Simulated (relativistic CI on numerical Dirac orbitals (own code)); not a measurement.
Method of calculation: Dirac-Coulomb-Breit CI, separate exchange-only KLI orbitals for each configuration, a model potential for QED, unscaled Slater integrals (own radial code, finite nucleus).

The strongest absorption lines from the ground level of an ion, among the configurations computed and to levels below about 589 eV (vacuum wavelength in nm, gf): 2.8228 (0.84), 3.8789 (0.42), 3.9415 (0.51), 3.9944 (0.096), 4.0356 (0.87), 4.1018 (0.2), 4.1356 (0.15), 4.1655 (0.074).

Question: Which ion is it?
A. Ba³⁵⁺
B. Gd⁴⁵⁺
C. Nd³⁹⁺
D. Gd⁴³⁺

Answer: D. Gd⁴³⁺ has 21 electrons and the ground level 3s2.3p6.3d3 4F_3/2; the strongest line goes to 3s2.3p5.3d4 4G°_5/2. The pattern of lines fixes the number of electrons, and along that sequence the line energies rise steadily with the charge (about as its square where n changes within one kind of shell, about linearly where n is kept but much faster in heavy ions where fine structure, which grows about as Z⁴, sets the gap, and irregularly where shells cross), which fixes Z. Configurations outside the model, such as inner-shell arrays, can give stronger lines. At this charge energies of transitions that change n are usually good to better than 1 %, and those within a shell (Δn = 0) to a few per cent.

LS names give the leading component of a level, which can be under half, so a name can repeat, a term be missing and a line seem to break the LS rules.
